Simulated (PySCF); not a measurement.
## TDDFT excited states: C4H10OSi2

C4H10OSi2.
SMILES with atom numbers: `[SiH3:1][O:2][C@@H:3]1[CH:4]=[CH:5][CH2:6][SiH2:7]1` (hydrogens: H8, H9, H10 on Si1; H11 on C3; H12 on C4; H13 on C5; H14, H15 on C6; H16, H17 on Si7)

Structure used (PBE0-D3(BJ)/def2-SVP), in Å, numbered top down from 1:
```
atom  x, y, z in Å
Si1    2.6623   -0.5054   -0.1064
O2     1.1672    0.1383    0.2463
C3     0.0756    0.0471   -0.6584
C4    -0.9841    1.0406   -0.2687
C5    -2.2367    0.6229   -0.0407
C6    -2.5793   -0.8377   -0.1712
Si7   -0.8988   -1.6174   -0.5871
H8     2.5671   -1.9862   -0.3179
H9     3.2175    0.1053   -1.3563
H10    3.5444   -0.2080    1.0529
H11    0.4230    0.2719   -1.6889
H12   -0.6948    2.0926   -0.1680
H13   -3.0195    1.3368    0.2410
H14   -3.3171   -1.0079   -0.9743
H15   -3.0398   -1.2274    0.7523
H16   -0.3634   -2.5118    0.4819
H17   -0.9068   -2.3581   -1.8862
```

Method used: TDDFT CAM-B3LYP/def2-SVPD, vertical, gas phase, core orbitals frozen in the response in PySCF 2.14.0, density-fitted response routines.

```tsv
state	E (eV)	E (kJ/mol)	λ (nm)	f	|μ| (D)	main configurations (H = HOMO, L = LUMO)
S1	6.19	597	200.3	0.018	0.88	H→L (74%), H-1→L (19%)
S2	6.77	653	183.1	0.024	0.97	H→L+1 (35%), H→L+3 (27%), H→L+2 (20%)
S3	6.87	663	180.5	0.030	1.07	H→L+1 (43%), H→L+2 (31%), H→L+4 (8%)
S4	7.05	680	175.9	0.142	2.30	H-1→L (50%), H→L (17%)
S5	7.33	707	169.2	0.012	0.66	H-1→L+1 (60%), H-1→L+3 (8%)
S6	7.40	714	167.5	0.011	0.62	H→L+2 (23%), H→L+4 (16%), H-2→L (13%)
S7	7.57	730	163.8	0.018	0.79	H→L+3 (30%), H-1→L+2 (27%)
S8	7.63	736	162.5	0.013	0.66	H-2→L (27%), H→L+4 (21%), H-3→L (10%)
S9	7.76	749	159.7	0.075	1.60	H→L+7 (27%), H-2→L (14%), H→L+6 (11%)
S10	7.78	751	159.3	0.021	0.84	H→L+5 (24%), H-3→L (18%)
```

Triplets, Tamm–Dancoff:

| state | E (eV) | λ (nm) | main configurations (H = HOMO, L = LUMO) |
| --- | --- | --- | --- |
| T1 | 4.31 | 287.8 | H→L (28%), H-1→L (15%), H→L+3 (13%) |
| T2 | 5.97 | 207.6 | H→L (48%), H-1→L (40%) |
| T3 | 6.66 | 186.3 | H→L+2 (36%), H→L+3 (17%), H-1→L+2 (17%) |
| T4 | 6.68 | 185.5 | H→L+1 (76%) |

The lowest singlet comes at 200 nm (597 kJ/mol) in the ultraviolet; it is weak; its leading configuration is HOMO→LUMO (74%). The strongest level in the table is S4 at 7.05 eV (176 nm, f = 0.142). Löwdin shares by element: HOMO carbon 50% or more, oxygen 19% (atoms not listed hold the other 31%); LUMO carbon 31% or more, silicon 21% or more (atoms not listed hold the other 48%). Of the 10 states listed, 10 reach f = 0.01 and none stays under 0.0005. The oscillator strengths of these states sum to 0.364; summed over the whole spectrum of an exact calculation they would give the number of electrons, 70 (Thomas–Reiche–Kuhn). Orbital energies (eV): HOMO-3 -10.30, HOMO-2 -10.19, HOMO-1 -9.07, HOMO -8.53, LUMO 0.85, LUMO+1 1.17, LUMO+2 1.33. All these states lie below the vertical ionisation energy of 9.16 eV (ΔSCF). Only the lowest 10 singlets were computed, as vertical energies without vibronic structure.

One conformer stands for the species.
